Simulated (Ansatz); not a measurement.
`[NH2][Zn][Br]` + HCl → `[Cl][Zn][Br]` + NH₃  (ligand exchange at a Zn–N bond)

Isolated molecules relaxed with PBE0-D4/def2-TZVP in Ansatz; ΔE leaves out vibrations. CBS: MP2 limit from def2 TZ/QZ plus the TZ coupled-cluster correction, frozen cores. This one scheme is used for every species. For Br, Zn outer-core shells are correlated without core-valence functions, which leaves a few kJ/mol of doubt a bond. Scalar relativity is left out up to krypton. Each species was taken in one conformer, which may not be the lowest.

```
        species  CCSD(T)/CBS(def2) energy (Eh)
`[NH2][Zn][Br]`                    -4407.67573
            HCl                     -460.38127
 `[Cl][Zn][Br]`                    -4811.59312
            NH₃                      -56.50880
```

**Question.** Work out ΔE.

**Answer.** ΔE = (-4811.59312) + (-56.50880) − (-4407.67573) − (-460.38127) = -0.04492 Eh = -28.2 kcal/mol.

Largest T1 diagnostic among the species: 0.012.

From PBE to PBE0 (25 % exact exchange), in def2-TZVPP and without D4, ΔE moves by −2.2 kcal/mol. Leaving LDA and LC-ωPBE aside and taking each functional with its dispersion term where it has one, the values, not all of them listed here, spread over 4.5 kcal/mol, from BHLYP-D4 to BLYP-D4. LDA lies +2.0 kcal/mol from PBE without D4. In def2-TZVPP, CCSD(T) changes the Hartree–Fock value by +7.8 kcal/mol (the triples alone add +0.8 kcal/mol) and MP2 by +8.4 kcal/mol.
